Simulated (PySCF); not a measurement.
Ni: excitation energy

Ni [Ar] 3d8 4s2 (3F) → Ni [Ar] 3d9 4s1 (3D), as a difference of total energies. Calculation: PySCF 2.14, in def2-QZVPPD; no relativity, point nucleus. Correlated levels: valence: [Ar] frozen. The calculations carry no spin-orbit coupling.

| method | excitation energy (cm⁻¹) |
| --- | --- |
| UHF | 11244 |
| MP2 (valence) | -6727.4 |
| SCS-MP2 (valence) | -3653.6 |
| CCSD (valence) | 826.45 |
| CCSD(T) (valence) | -621.69 |

A first-order spin-orbit estimate (lowest level to lowest level, LS coupling) adds 0.054 eV.
